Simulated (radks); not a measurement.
All-electron atom: neutral palladium in [Kr] 4d10. Calculated with a radial shooting solver on a logarithmic mesh with Libxc functionals: scalar-relativistic Kohn-Sham, LDA (Slater exchange, Perdew-Wang correlation), spin-polarised, spherical densities, finite nucleus; Fermi nuclear charge, rms radius 4.5318 fm.

Local quantities along the radius. ELF = 1/(1 + alpha^2) is the electron localisation function; alpha = (tau - tau_W)/tau_unif compares the Pauli kinetic energy density with that of the uniform gas (summed over spins); r v_xc is r times the local exchange-correlation potential of spin up (hartree bohr). tau is taken from the large components.

r (bohr)    ELF    alpha    r v_xc
0.001252  1.000  0.02242  -0.05488
0.001435  1.000  0.02242  -0.06220
0.001644  0.999  0.02256  -0.07044
0.001883  0.999  0.02285  -0.07969
0.002158  0.999  0.02329  -0.09007
0.002472  0.999  0.02392   -0.1017
0.002832  0.999  0.02477   -0.1146
0.003245  0.999  0.02588   -0.1290
0.003718  0.999  0.02730   -0.1449
0.004259  0.999  0.02911   -0.1624
0.004919  0.999  0.03157   -0.1828
0.005635  0.999  0.03456   -0.2038
0.006456  0.999  0.03839   -0.2266
0.007397  0.998  0.04337   -0.2509
0.008475  0.998  0.04992   -0.2768
0.009709  0.997  0.05868   -0.3038
0.01112   0.995  0.07062   -0.3318
0.01274   0.992  0.08725   -0.3602
0.0146    0.988   0.1109   -0.3884
0.01673   0.979   0.1455   -0.4157
0.01916   0.963   0.1972   -0.4414
0.02196   0.929   0.2758   -0.4647
0.02516   0.864   0.3963   -0.4851
0.02882   0.750   0.5776   -0.5028
0.03302   0.590   0.8328   -0.5187
0.03783   0.435    1.140   -0.5352
0.04334   0.337    1.404   -0.5560
0.04965   0.314    1.480   -0.5852
0.05689   0.365    1.320   -0.6256
0.06518   0.479    1.043   -0.6762
0.07467   0.614   0.7928   -0.7324
0.08624   0.720   0.6241   -0.7903
0.0988    0.761   0.5597   -0.8358
0.1132    0.743   0.5885   -0.8667
0.1297    0.649   0.7351   -0.8815
0.1486    0.484    1.032   -0.8855
0.1702    0.338    1.399   -0.8927
0.195     0.305    1.510   -0.9220
0.2234    0.400    1.225   -0.9815
0.256     0.573   0.8637    -1.058
0.2933    0.711   0.6374    -1.128
0.336     0.770   0.5466    -1.167
0.3849    0.754   0.5706    -1.162
0.441     0.636   0.7558    -1.113
0.5053    0.388    1.256    -1.038
0.5789    0.200    1.997   -0.9793
0.6632    0.215    1.909   -0.9823
0.7598    0.438    1.134    -1.044
0.8705    0.673   0.6972    -1.117
0.9973    0.752   0.5736    -1.165
1.143     0.738   0.5958    -1.172
1.309     0.667   0.7071    -1.143
1.512     0.546   0.9120    -1.082
1.732     0.416    1.185    -1.011
1.984     0.300    1.527   -0.9344
2.274     0.212    1.931   -0.8578
2.605     0.146    2.423   -0.7820
2.984     0.095    3.086   -0.7057
3.419     0.057    4.071   -0.6278
3.917     0.030    5.641   -0.5480
4.488     0.014    8.285   -0.4672
5.141     0.006    13.00   -0.3871
5.89      0.002    21.99   -0.3099

On this mesh the ELF has minima near r = 0.050, 0.20, 0.58 bohr, which separate the shells, and maxima near 0.099 (0.76), 0.34 (0.77), 1.00 (0.75).
